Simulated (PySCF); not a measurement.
Ge(H)2 anion (GeH₂), SMILES [GeH2] (connectivity only; charge and spin as stated), charge -1, multiplicity 2.

Coordinates come from a TPSSh-D3(BJ)/def2-TZVPD optimisation. The spin state was assumed, not searched. The isomer is the one that the SMILES or the coordinates give; other isomers of the formula were not compared.

Two levels are set side by side: PBE/def2-TZVPD (PySCF) and CAM-B3LYP/def2-TZVPD (PySCF). Same geometry, gas phase. Differences are taken from unrounded values.

```
quantity                     CAM-B3LYP
---------------------------  ---------
α-spin orbital gap (eV)           5.44
β-spin orbital gap (eV)           6.65
mean polarisability (bohr³)       69.1
```

### Question
What does PBE give, and how far is it from CAM-B3LYP? (An estimate is asked for; the answer gives what the named calculation found.)

### Answer

| quantity | PBE | PBE minus CAM-B3LYP |
|---|---|---|
| α-spin orbital gap (eV) | 2.28 | -3.16 |
| β-spin orbital gap (eV) | 2.67 | -3.98 |
| mean polarisability (bohr³) | 75.6 | 6.4 |

PBE's more diffuse valence density responds more strongly to a field. Differences between two approximate levels are no errors against the true value.

Rough cost on one machine, each run with all the roots and properties that it gave: CAM-B3LYP against PBE within a factor of 2.
